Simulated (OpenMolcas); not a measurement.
Computed levels of Be

```
Program             : OpenMolcas 26.06
Method              : CASSCF
Basis               : ANO-RCC-VQZP [5s4p3d2f1g]
Scalar Hamiltonian  : DKH2, point nucleus
Active space        : 2 electrons in 8 orbitals (2s 2p 3s 3p)
State averaging     : 2S+1 = 1 even, 1 root; 2S+1 = 3 odd, 3 roots
Spin-orbit coupling : state interaction with AMFI integrals over the reference wave functions, term energies averaged over their components
```

Spin-free terms above the lowest, with the occupations of the reference (each correlating shell added to its valence partner):

```
Configuration  Term  E (cm-1)      Occupations
          2s2    1S       0.0  2s 1.81 2p 0.19
        2s 2p   3P*     23160  2s 1.00 2p 1.00
```

With spin-orbit coupling, above the lowest level:

| Configuration | Term | J | E (cm-1) | Measured (cm-1) | g | Term weight % |
| --- | --- | --- | --- | --- | --- | --- |
| 2s2 | 1S | 0 | 0.0 | 0.0 |  | 100 |
| 2s 2p | 3P* | 0 | 23158 | 21978 |  | 100 |
| 2s 2p | 3P* | 1 | 23159 | 21979 | 1.501 | 100 |
| 2s 2p | 3P* | 2 | 23161 | 21981 | 1.501 | 100 |

Against the 3 measured excited levels shown (NIST Handbook of Basic Atomic Spectroscopic Data) the mean absolute deviation is 1200 cm-1; the largest miss in energy is 2s 2p 3P* 1: computed 23159, measured 21979 cm-1 (+5.4 %).

Without dynamic correlation excited terms often stand tens of per cent too high (terms of higher spin than the ground term too low), and those without a measured partner can miss by more than the paired ones. Active for correlation alone: 3p 3s; no level in the range computed is led by a configuration that fills them, so any true level of that kind is missing. Computed and measured levels are paired by configuration, term and J; levels that our copy of the source lacks, or whose pairing is in doubt (as where it misses far off the trend of its configuration), stay unpaired and out of the deviations. Levels of configurations outside the active space are missing. The first state left out of the spin-orbit step lies near 50000 cm-1 above the lowest spin-free state of the reference (among the parities and spins computed), and the list stops at four fifths of that energy or lower.

The RASSCF and RASSI steps took 15 s on 1 thread of Arm Neoverse V2, on a shared host; the integral step is not counted.

The term weight is that of the spin-free term in the level, not the purity of its configuration. * marks odd parity.
